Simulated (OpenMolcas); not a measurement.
Re3+ (d4) among equal point charges was computed by CASSCF with the d shell active (OpenMolcas, ANO-RCC-VDZP on the metal). Its lowest spin-free states, and all those of the highest spin:

```json
{"2S+1": "5", "Degeneracy": "1", "E (cm-1)": "0.0"}
{"2S+1": "5", "Degeneracy": "2", "E (cm-1)": "8047"}
{"2S+1": "5", "Degeneracy": "2", "E (cm-1)": "9539"}
{"2S+1": "3", "Degeneracy": "1", "E (cm-1)": "16787"}
{"2S+1": "3", "Degeneracy": "1", "E (cm-1)": "16896"}
{"2S+1": "3", "Degeneracy": "2", "E (cm-1)": "16974"}
{"2S+1": "3", "Degeneracy": "1", "E (cm-1)": "18523"}
{"2S+1": "3", "Degeneracy": "2", "E (cm-1)": "18917"}
{"2S+1": "3", "Degeneracy": "2", "E (cm-1)": "19685"}
{"2S+1": "3", "Degeneracy": "1", "E (cm-1)": "21259"}
{"2S+1": "3", "Degeneracy": "1", "E (cm-1)": "22351"}
{"2S+1": "3", "Degeneracy": "2", "E (cm-1)": "23306"}
```

Q: Is the site octahedral, tetrahedral or cube-like, axial, or of lower symmetry?

A: The states with 2S+1 = 5 have orbital degeneracies 1, 2, 2. There are pairs but no triples, so the site is axial: not cubic, but with a proper or improper axis of order three or more. The run had Re3+ among 5 point charges of -1.5 e arranged as a trigonal bipyramid (D3h), 2.24 Å from the ion, with the axial distance 2.150 Å.

Spin-orbit coupling mixes the spin-free states strongly: the lowest level takes only 57 % from its leading state, 5A1. Without dynamic correlation the repulsion within the d shell is too large (B by tens of per cent), so at a given field states of lower spin stand too high. Point charges give a weaker field than real ligands, and real ions of this kind are as a rule low spin; the high spin found here belongs to the model. Point charges carry no covalency, so the field is a model and not that of real ligands. No measured value stands beside these numbers.
